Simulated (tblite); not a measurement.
Species: C5H5ClP2S.
Cartesian coordinates in Å at the GFN2-xTB level; atoms count from 1:
```xyz
14
C5H5ClP2S angstrom
C     -2.7520    0.3075   -0.9242
S     -2.1033   -0.7378    0.4055
C     -0.3676   -0.3971    0.3792
C      0.3581   -1.0901    1.3285
P      2.0518   -1.0888    1.6748
C      2.6388    0.0501    0.4845
Cl     4.3649    0.2892    0.5592
C      1.9440    0.7515   -0.4618
P      0.2436    0.7466   -0.8057
H     -2.5449    1.3522   -0.7058
H     -2.3028    0.0182   -1.8711
H     -3.8237    0.1338   -0.9471
H     -0.2174   -1.7510    1.9703
H      2.5098    1.4151   -1.1084
```

Level: GFN2-xTB in tblite, geometry and Hessian alike; calculated harmonic values, unscaled, isolated species. Errors from tens to a few hundred cm⁻¹ against measured bands are possible. One conformer, not necessarily the lowest.

Harmonic wavenumbers (cm⁻¹): 47.1, 67.7, 154.5, 195.2, 199.3, 221.6, 230.5, 241.3, 296.5, 361.2, 384.9, 421.1, 478.8, 580.6, 687.1, 731.4, 801.0, 827.0, 828.1, 866.4, 925.1, 937.2, 952.6, 973.9, 1252.7, 1262.0, 1311.8, 1322.1, 1428.6, 1435.1, 1453.3, 3008.6, 3013.0, 3013.7, 3016.6, 3053.1.

A = 2241, B = 472.3, C = 391.0 MHz; mass 193.928 u (most abundant isotopes); point group Cs, symmetry number 1.

**Question.** What is the zero-point energy?

**Answer.** Half the sum of the wavenumbers: 18490 cm⁻¹ = 52.87 kcal/mol.

**Question.** What is S at 200 K and 1 bar for an ideal gas of classical rigid rotors and harmonic oscillators?

**Answer.** Translation 39.73, rotation 29.84, vibration 19.05: S = 88.6 cal/(mol K).

**Question.** And Cp and H(200 K) − H(0)?

**Answer.** Cp = 29.61 cal/(mol K), of which vibrations give 21.66 (their classical limit is 36 R = 71.5); H(200 K) − H(0) = 3.74 kcal/mol without the zero-point energy, 2.15 from vibrations.

**Question.** Blend soft modes into free rotors: weight 1/[1 + (100 cm⁻¹/ν̃)⁴] for the oscillator and the rest for a rotor with moment μB/(μ + B), μ = h/(8π²ν), B = 10⁻⁴⁴ kg m². What vibrational entropy results?

**Answer.** 17.79 cal/(mol K) in place of 19.05, which changes −T·S at 200 K by +0.25 kcal/mol.

**Question.** Which modes carry the vibrational entropy at 200 K?

**Answer.** 47.1 cm⁻¹: 4.15; 67.7 cm⁻¹: 3.44; 154.5 cm⁻¹: 1.88; 195.2 cm⁻¹: 1.47; 199.3 cm⁻¹: 1.43; 221.6 cm⁻¹: 1.26 cal/(mol K); the other 30 give 5.43 together.

**Question.** What must be added to the electronic energy to get the Gibbs energy at 200 K and 1 bar?

**Answer.** ZPE + [H(200 K) − H(0)] − T·S = 52.87 + 3.74 − 17.72 = 38.89 kcal/mol.

**Question.** How do the functions run with temperature in this model?

**Answer.** 
```csv
T (K),S (cal/(mol K)),Cp (cal/(mol K)),H − H(0) (kcal/mol),G − H(0) (kcal/mol),ln q(vib)
50,61.3,12.4,0.49,-2.58,0.47
100,72.0,19.1,1.28,-5.92,1.56
298.15,102.1,38.1,7.07,-23.36,6.82
373.15,111.2,43.6,10.14,-31.36,8.79
500,125.1,51.0,16.16,-46.37,11.99
750,147.6,60.1,30.16,-80.57,17.76
1000,165.7,65.6,45.92,-119.82,22.85
```

q(vib) and H(0) count from the zero-point level.

Hindered rotation and anharmonicity are outside this model. Other conformers, if any are populated, would add a mixing term that is left out.
